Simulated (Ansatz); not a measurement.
Start from `C[O][Ti]1234([F])([N](C)C)[C@H]5[C@@H]1[C@@H]2[C@@H]3[C@H]54` and change one atom or group to get `C[O][Ti]1234([Cl])([N](C)C)[C@H]5[C@@H]1[C@@H]2[C@@H]3[C@H]54`.

Ansatz, PBE0-D4/def2-TZVP geometries, multiplicity 1. Each molecule was computed in one conformer, which needn't be the lowest.

Scalar relativity is left out up to krypton.

```tsv
property	`C[O][Ti]1234([F])([N](C)C)[C@H]5[C@@H]1[C@@H]2[C@@H]3[C@H]54`
size of the dipole moment (ωB97M-V/def2-TZVPP) / D	1.88
HOMO energy (ωB97M-V/def2-TZVPP) / eV	-8.42
HOMO–LUMO gap (B3LYP/def2-TZVPP) / eV	4.41
HOMO energy (B3LYP/def2-TZVPP) / eV	-6.08
LUMO energy (PBE/def2-TZVPP) / eV	-2.45
size of the dipole moment (B3LYP/def2-TZVPP) / D	1.96
```

What does the change do to each property? (Best estimate.)

Ansatz gave: 
```
                                          property  `C[O][Ti]1234([Cl])([N](C)C)[C@H]5[C@@H]1[C@@H]2[C@@H]3[C@H]54`  shift
size of the dipole moment (ωB97M-V/def2-TZVPP) / D                                                             3.89   2.01
             HOMO energy (ωB97M-V/def2-TZVPP) / eV                                                            -8.32   0.10
             HOMO–LUMO gap (B3LYP/def2-TZVPP) / eV                                                             4.45   0.04
               HOMO energy (B3LYP/def2-TZVPP) / eV                                                            -6.00   0.08
                 LUMO energy (PBE/def2-TZVPP) / eV                                                            -2.26   0.19
  size of the dipole moment (B3LYP/def2-TZVPP) / D                                                             3.83   1.87
```

Dipoles are sizes alone; their direction can turn.

B3LYP here is the variant with VWN-RPA as its local correlation; programs differ in this.

Positive LUMOs are unbound, so they and the gaps depend on the basis.
